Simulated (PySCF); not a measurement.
PySCF job for Au₂H₂S₂Si, SMILES [Au][S][SiH2][S][Au], multiplicity 1, TDDFT-M06-2X/def2-SVPD. The structure is a stationary point at B3LYP-D3(BJ)/def2-SVP. The spin state was assumed, not searched. The def2 effective core potentials stand for the cores of Au; spin–orbit coupling is left out. Other conformers were not sampled.

```python
import numpy as np
from pyscf import gto, scf, dft, tdscf

mol = gto.M(
    atom='''
    Au   -0.00078875   -0.24167395   -3.36815821
    S    -0.00029835    1.29438574   -1.65889591
    Si    0.00774636   -0.09370309    0.00000000
    S    -0.00029835    1.29438574    1.65889591
    Au   -0.00078875   -0.24167395    3.36815821
    H    -1.19558151   -0.96910199    0.00000000
    H     1.22130163   -0.95491447    0.00000000
    ''',
    basis='def2-SVPD',
    ecp={'Au': 'def2-svp'},
    charge=0,
    spin=0,
    symmetry=True,
    max_memory=1600,
    verbose=4,
)
mf = dft.RKS(mol, xc='m06-2x').density_fit(auxbasis='def2-universal-jkfit')
mf.grids.level = 4
mf.conv_tol = 1e-9
mf.max_cycle = 100
mf.kernel()
mf.grids = dft.Grids(mol).set(level=2).build(with_non0tab=True)  # coarser grid for the response kernel
td = tdscf.TDDFT(mf)
td.singlet = True
td.nstates = 10
td.conv_tol = 1e-4
td.positive_eig_threshold = 1e-6
td.kernel(x0=td.get_init_guess(mf, 15))
td.analyze()
tt = tdscf.TDA(mf)
tt.singlet = False
tt.nstates = 4
tt.conv_tol = 1e-4
tt.positive_eig_threshold = 1e-6
tt.kernel(x0=tt.get_init_guess(mf, 9))
tt.analyze(verbose=3)
```

It prints:

```
PySCF version 2.14.0

[INPUT] verbose = 4
[INPUT] num. atoms = 7
[INPUT] num. electrons = 86
[INPUT] charge = 0
[INPUT] spin (= nelec alpha-beta = 2S) = 0
[INPUT] symmetry True subgroup None
[INPUT] Mole.unit = angstrom
[INPUT] Symbol           X                Y                Z      unit          X                Y                Z       unit  Magmom
[INPUT]  1 Au    -0.000788750000  -0.241673950000  -3.368158210000 AA   -0.001490521481  -0.456697576942  -6.364896561105 Bohr   0.0
[INPUT]  2 S     -0.000298350000   1.294385740000  -1.658895910000 AA   -0.000563799789   2.446034548142  -3.134858939061 Bohr   0.0
[INPUT]  3 Si     0.007746360000  -0.093703090000   0.000000000000 AA    0.014638498862  -0.177073177125   0.000000000000 Bohr   0.0
[INPUT]  4 S     -0.000298350000   1.294385740000   1.658895910000 AA   -0.000563799789   2.446034548142   3.134858939061 Bohr   0.0
[INPUT]  5 Au    -0.000788750000  -0.241673950000   3.368158210000 AA   -0.001490521481  -0.456697576942   6.364896561105 Bohr   0.0
[INPUT]  6 H     -1.195581510000  -0.969101990000   0.000000000000 AA   -2.259321613494  -1.831337347871   0.000000000000 Bohr   0.0
[INPUT]  7 H      1.221301630000  -0.954914470000   0.000000000000 AA    2.307925596185  -1.804526820684   0.000000000000 Bohr   0.0

nuclear repulsion = 495.80345908979
point group symmetry = Cs
symmetry origin: [-4.95365101e-09 -1.28427983e-09  0.00000000e+00]
symmetry axis x: [ 1.00000000e+00 -1.03350763e-09 -2.18201456e-21]
symmetry axis y: [-1.03350763e-09 -1.00000000e+00  3.98089394e-19]
symmetry axis z: [2.18201497e-21 3.98089394e-19 1.00000000e+00]
num. orbitals of irrep A' = 91
num. orbitals of irrep A" = 73
number of shells = 66
number of NR pGTOs = 272
number of NR cGTOs = 164
basis = def2-SVPD
ecp = {'Au': 'def2-svp'}


[settings echo left out]
init E= -1334.38350217348
HOMO (A') = -0.734970779723318  LUMO (A') = -0.727535570581876  gap/eV = 0.20232
cycle= 1 E= -1356.52841637337  delta_E= -22.1  |g|= 2.35  |ddm|= 14.3
HOMO (A") = 0.0345372424633054  LUMO (A") = 0.0401014095100608  gap/eV = 0.15141
cycle= 2 E= -1325.73076380662  delta_E= 30.8  |g|= 9.53  |ddm|= 39.1
HOMO (A") = -0.275577373450588  LUMO (A') = -0.141943520589805  gap/eV = 3.63636
cycle= 3 E= -1357.92468510764  delta_E= -32.2  |g|= 0.548  |ddm|= 38.7
HOMO (A") = -0.330304725150508  LUMO (A') = -0.109020054281483  gap/eV = 6.02146
cycle= 4 E= -1357.95315164291  delta_E= -0.0285  |g|= 0.515  |ddm|= 1.85
HOMO (A") = -0.287451955841332  LUMO (A') = -0.0940870561588838  gap/eV = 5.26173
cycle= 5 E= -1358.01813958207  delta_E= -0.065  |g|= 0.0813  |ddm|= 0.803
HOMO (A") = -0.289342814094581  LUMO (A') = -0.100876312670749  gap/eV = 5.12843
cycle= 6 E= -1358.02038714504  delta_E= -0.00225  |g|= 0.032  |ddm|= 0.182
HOMO (A") = -0.285779847023451  LUMO (A') = -0.101084803776558  gap/eV = 5.02581
cycle= 7 E= -1358.02077372723  delta_E= -0.000387  |g|= 0.0128  |ddm|= 0.0693
HOMO (A") = -0.286121759928199  LUMO (A') = -0.100974446695432  gap/eV = 5.03812
cycle= 8 E= -1358.02085796857  delta_E= -8.42e-05  |g|= 0.00424  |ddm|= 0.0348
HOMO (A") = -0.286078609746818  LUMO (A') = -0.101049803323221  gap/eV = 5.03489
cycle= 9 E= -1358.02087033298  delta_E= -1.24e-05  |g|= 0.00163  |ddm|= 0.014
HOMO (A") = -0.285756901267995  LUMO (A') = -0.100971606757042  gap/eV = 5.02826
cycle= 10 E= -1358.0208730878  delta_E= -2.75e-06  |g|= 0.000387  |ddm|= 0.00807
HOMO (A") = -0.285711914084167  LUMO (A') = -0.100962099381775  gap/eV = 5.02730
cycle= 11 E= -1358.02087323952  delta_E= -1.52e-07  |g|= 0.000127  |ddm|= 0.00174
HOMO (A") = -0.285702453161577  LUMO (A') = -0.100962297037029  gap/eV = 5.02704
cycle= 12 E= -1358.02087326082  delta_E= -2.13e-08  |g|= 2.84e-05  |ddm|= 0.000685
HOMO (A") = -0.285700704764405  LUMO (A') = -0.100960468281528  gap/eV = 5.02704
cycle= 13 E= -1358.02087326166  delta_E= -8.39e-10  |g|= 1.02e-05  |ddm|= 0.000143
HOMO (A") = -0.285700400885761  LUMO (A') = -0.100960515560772  gap/eV = 5.02703
Extra cycle  E= -1358.0208732617  delta_E= -3.3e-11  |g|= 7.8e-06  |ddm|= 3.15e-05
converged SCF energy = -1358.0208732617
tot grids = 77344
Overwritten attributes  positive_eig_threshold  of <class 'pyscf.tdscf.rks.TDDFT'>


******** <class 'pyscf.tdscf.rks.TDDFT'> for <class 'pyscf.df.df_jk.DFSymAdaptedRKS'> ********
nstates = 10 singlet
deg_eia_thresh = 1.000e-03
wfnsym = None
conv_tol = 0.0001
eigh lindep = 1e-12
eigh level_shift = 0
eigh max_cycle = 100


Excitation energies (eV)
[2.24351156 2.3162516  3.09407795 3.22164333 3.63353755 3.73682048
 3.75406511 3.8269292  3.94254541 3.9474417 ]

** Singlet excitation energies and oscillator strengths **
Excited State   1:   A"      2.24351 eV    552.63 nm  f=0.0000
      42 -> 45       -0.36890
      43 -> 44       -0.58700
Excited State   2:   A'      2.31625 eV    535.28 nm  f=0.0077
      42 -> 44       -0.53607
      43 -> 45       -0.43899
Excited State   3:   A"      3.09408 eV    400.71 nm  f=0.1999
      28 -> 44       -0.10419
      30 -> 44       -0.10087
      38 -> 45        0.19942
      40 -> 45       -0.32681
      41 -> 44        0.56312
Excited State   4:   A'      3.22164 eV    384.85 nm  f=0.0394
      27 -> 44        0.10053
      30 -> 45        0.12326
      38 -> 44       -0.16219
      39 -> 45        0.10654
      40 -> 44        0.52490
      41 -> 45       -0.37059
Excited State   5:   A"      3.63354 eV    341.22 nm  f=0.0072
      30 -> 44       -0.12550
      31 -> 45       -0.17181
      38 -> 45       -0.21304
      39 -> 44       -0.53338
      40 -> 45       -0.29038
      41 -> 44       -0.14259
Excited State   6:   A'      3.73682 eV    331.79 nm  f=0.0041
      28 -> 45        0.12099
      31 -> 44       -0.17779
      38 -> 44       -0.36870
      39 -> 45       -0.38748
      40 -> 44       -0.23595
      41 -> 45       -0.30180
Excited State   7:   A'      3.75407 eV    330.27 nm  f=0.0005
      35 -> 45        0.11257
      37 -> 44       -0.15402
      42 -> 44       -0.43442
      43 -> 45        0.51310
Excited State   8:   A"      3.82693 eV    323.98 nm  f=0.0000
      35 -> 44       -0.17685
      37 -> 45        0.13983
      42 -> 45        0.55889
      43 -> 44       -0.35577
Excited State   9:   A'      3.94255 eV    314.48 nm  f=0.0000
      34 -> 45       -0.44355
      36 -> 44       -0.53288
Excited State  10:   A"      3.94744 eV    314.09 nm  f=0.0005
      34 -> 44       -0.53262
      36 -> 45       -0.44182

** Transition electric dipole moments (AU) **
state          X           Y           Z        Dip. S.      Osc.
  1         0.0000      0.0000      0.0033      0.0000      0.0000
  2        -0.3676     -0.0008     -0.0000      0.1352      0.0077
  3        -0.0000     -0.0000     -1.6240      2.6372      0.1999
  4         0.0004      0.7067      0.0000      0.4994      0.0394
  5        -0.0000      0.0000      0.2846      0.0810      0.0072
  6        -0.0056     -0.2107      0.0000      0.0444      0.0041
  7         0.0686     -0.0211      0.0000      0.0051      0.0005
  8         0.0000     -0.0000     -0.0021      0.0000      0.0000
  9        -0.0002     -0.0039     -0.0000      0.0000      0.0000
 10         0.0000      0.0000     -0.0750      0.0056      0.0005

WARN: ECP detected. Skipping calculation of transition velocity and magnetic dipole moments, which have not yet been implemented.

Overwritten attributes  positive_eig_threshold  of <class 'pyscf.tdscf.rks.TDA'>


******** <class 'pyscf.tdscf.rks.TDA'> for <class 'pyscf.df.df_jk.DFSymAdaptedRKS'> ********
nstates = 4 triplet
deg_eia_thresh = 1.000e-03
wfnsym = None
conv_tol = 0.0001
eigh lindep = 1e-12
eigh level_shift = 0
eigh max_cycle = 100


Excitation energies (eV)
[1.85946485 1.91159815 2.30342358 2.34155344]

** Triplet excitation energies and oscillator strengths **
Excited State   1:   A"      1.85946 eV    666.77 nm  f=0.0000
Excited State   2:   A'      1.91160 eV    648.59 nm  f=0.0000
Excited State   3:   A"      2.30342 eV    538.26 nm  f=0.0000
Excited State   4:   A'      2.34155 eV    529.50 nm  f=0.0000
```

The run converged.

Cost: about 10 core-minutes (a rough figure).
